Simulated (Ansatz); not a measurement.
H7O3ScSi2 (`[OH][Sc]([O][SiH3])[O][SiH3]`). Total charge 0; spin multiplicity 1. The structure was optimised at the PBE0-D4/def2-TZVP level. It is one conformer, not always the lowest.

```xyz
13

O     1.429   -1.918    1.588
Sc    0.499   -0.679    0.562
O    -0.375    0.793    1.375
Si   -1.116    2.059    2.079
O     0.407   -0.857   -1.322
Si    0.344   -1.024   -2.940
H     1.903   -2.543    2.127
H    -2.465    2.274    1.485
H    -1.281    1.830    3.542
H    -0.316    3.300    1.887
H     1.691   -0.813   -3.538
H    -0.593   -0.032   -3.538
H    -0.125   -2.389   -3.307
```

Task: What is the dipole moment at PBE/def2-TZVPP? (An estimate is asked.)

Result: Computed: 1.87 D, with components (0.92, -1.23, 1.06) D in this frame, pointing from negative to positive charge.

Task: And with r2SCAN, B3LYP, ωB97M-V? (Best estimate.)

Result: The calculation gave: r2SCAN 1.90 D, B3LYP 1.84 D, ωB97M-V 1.91 D.

Task: Give the Mulliken charges with PBE, ωB97M-V, B3LYP in def2-TZVPP. (An estimate is asked.)

Result: Ansatz gave: 
```json
{"atom": "O1", "PBE": "-0.49", "ωB97M-V": "-0.51", "B3LYP": "-0.55"}
{"atom": "Sc2", "PBE": "1.11", "ωB97M-V": "1.21", "B3LYP": "1.28"}
{"atom": "O3", "PBE": "-0.48", "ωB97M-V": "-0.56", "B3LYP": "-0.57"}
{"atom": "Si4", "PBE": "0.30", "ωB97M-V": "0.28", "B3LYP": "0.37"}
{"atom": "O5", "PBE": "-0.48", "ωB97M-V": "-0.56", "B3LYP": "-0.57"}
{"atom": "Si6", "PBE": "0.30", "ωB97M-V": "0.28", "B3LYP": "0.37"}
{"atom": "H7", "PBE": "0.19", "ωB97M-V": "0.17", "B3LYP": "0.19"}
{"atom": "H8", "PBE": "-0.07", "ωB97M-V": "-0.05", "B3LYP": "-0.09"}
{"atom": "H9", "PBE": "-0.07", "ωB97M-V": "-0.05", "B3LYP": "-0.09"}
{"atom": "H10", "PBE": "-0.07", "ωB97M-V": "-0.05", "B3LYP": "-0.09"}
{"atom": "H11", "PBE": "-0.07", "ωB97M-V": "-0.05", "B3LYP": "-0.09"}
{"atom": "H12", "PBE": "-0.07", "ωB97M-V": "-0.05", "B3LYP": "-0.08"}
{"atom": "H13", "PBE": "-0.07", "ωB97M-V": "-0.05", "B3LYP": "-0.09"}
```

B3LYP here is the variant with VWN-RPA as its local correlation; programs differ in this.
